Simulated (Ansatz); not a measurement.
## What each rung costs, and what it gives

Saddle point of AlNH₄SF₂, singlet (AlNH₂F₂ ([NH2][Al]([F])[F]) + H₂S → AlHSF₂ ([F][Al]([F])[SH]) + NH₃ (still joined by a long Al–N bond); bonds formed: N2–H5; dative contacts that become bonds: Al1–S6; bonds broken: H5–S6; bonds weakened to dative contacts: Al1–N2), PBE0-D4/def2-TZVP structure:

```xyz
9
angstrom
Al -0.1763 -0.4666 -0.8193
N 0.2611 1.1906 -0.1531
F 0.8880 -1.1037 -1.9061
F -1.7970 -0.7619 -0.9453
H 0.5405 0.1283 1.1076
S 0.4629 -1.3159 1.3773
H 1.0866 1.6682 -0.4899
H -0.4636 1.8775 0.0063
H -0.8022 -1.2165 1.8224
```

Barriers are electronic and count from the start structure reached by relaxing down the imaginary mode.

Program: Ansatz 0.2.0. Basis: as named in each row. Cores are frozen in the correlated methods. B3LYP uses VWN-RPA correlation. Extrapolation: Hartree–Fock as exp(−7.88 √X), correlation as X^−2.97.

Times are rough, for one single point on 3 threads of a shared host (Intel Xeon).

The estimate by CCSD(T) at an estimated basis limit (MP2 extrapolated from triple and quadruple zeta, plus CCSD(T) − MP2 in triple zeta) is 0.304 eV.

| method | basis | time (s) | barrier (eV) | method less estimate |
| --- | --- | --- | --- | --- |
| HF | STO-3G | under 1 | 0.519 | 0.215 |
| PBE-D4 | STO-3G | under 1 | -0.600 | -0.904 |
| SPW92 | def2-SVP | under 1 | -0.305 | -0.609 |
| PBE-D4 | def2-SVP | under 1 | -0.147 | -0.451 |
| B3LYP-D4 | 6-31G | 1 | 0.145 | -0.159 |
| PBE0-D4 | def2-SVP | 1 | -0.011 | -0.315 |
| SPW92 | def2-TZVPP | 2 | -0.080 | -0.384 |
| BLYP-D4 | def2-TZVPP | 2 | 0.165 | -0.139 |
| PBE-D4 | def2-TZVPP | 2 | 0.054 | -0.250 |
| BHLYP-D4 | def2-TZVPP | 3 | 0.374 | 0.070 |
| r2SCAN-D4 | def2-TZVPP | 3 | 0.131 | -0.173 |
| B3LYP-D4 | def2-TZVPP | 3 | 0.245 | -0.059 |
| PBE0-D4 | def2-TZVPP | 4 | 0.160 | -0.144 |
| CAM-B3LYP-D4 | def2-TZVPP | 4 | 0.296 | -0.008 |
| wB97M-V | def2-SVP | 5 | 0.098 | -0.206 |
| CCSD(T) | def2-SVP | 5 | 0.213 | -0.091 |
| r2SCAN0-D4 | def2-TZVPP | 5 | 0.209 | -0.094 |
| RPA on PBE | def2-TZVPP | 6 | 0.315 | 0.011 |
| PBE-QIDH | def2-TZVPP | 6 | 0.239 | -0.065 |
| B2PLYP | def2-TZVPP | 6 | 0.274 | -0.030 |
| B97M-V | def2-TZVPP | 8 | 0.221 | -0.083 |
| wB97X-V | def2-TZVPP | 8 | 0.300 | -0.004 |
| wB97M-V | def2-TZVPP | 9 | 0.291 | -0.013 |
| MP2 | def2-QZVPP | 20 | 0.254 | -0.050 |
| CCSD(T) | def2-TZVPP | 59 | 0.302 | -0.002 |

All methods are single points on the PBE0-D4 structures; a negative value means that the method puts the saddle structure below the start.

No T1 diagnostic of these runs exceeds 0.012.

Exchanges of this kind with a chalcogen hydride build sulfide and selenide films.

Labels in which every atom is bracketed show which atoms are joined, not bond orders.
